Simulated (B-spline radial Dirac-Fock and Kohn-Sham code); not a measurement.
# What relativity does to the binding energies of Cr⁵⁺

System: chromium as Cr⁵⁺ in the configuration 1s2 2s2 2p6 3s2 3p6 3d1.

Both columns are ΔSCF binding energies of the configuration average from an atomic code on a B-spline grid: non-relativistic Hartree-Fock with a point nucleus, and Dirac-Fock with a finite nucleus and the Coulomb interaction alone, averaged over the two j levels with weights 2j+1.

| shell | Hartree-Fock (eV) | Dirac-Fock (eV) | shift (eV) | shift (%) |
| --- | --- | --- | --- | --- |
| 1s | 6054.0 | 6100.4 | +46.47 | +0.77 |
| 2s | 795.2 | 804.5 | +9.29 | +1.17 |
| 2p | 682.7 | 684.0 | +1.28 | +0.19 |
| 3s | 171.4 | 172.9 | +1.52 | +0.89 |
| 3p | 135.8 | 136.0 | +0.21 | +0.16 |
| 3d | 89.87 | 89.51 | -0.36 | -0.41 |

Relativity binds 1s, 2s, 2p, 3s, 3p more strongly, among those listed most of all 2s in relative terms, and 3d more weakly, because the contracted s and p shells screen the nucleus better.

Values without a named source are computed, but for edge energies of neutral atoms, which are taken from tables.
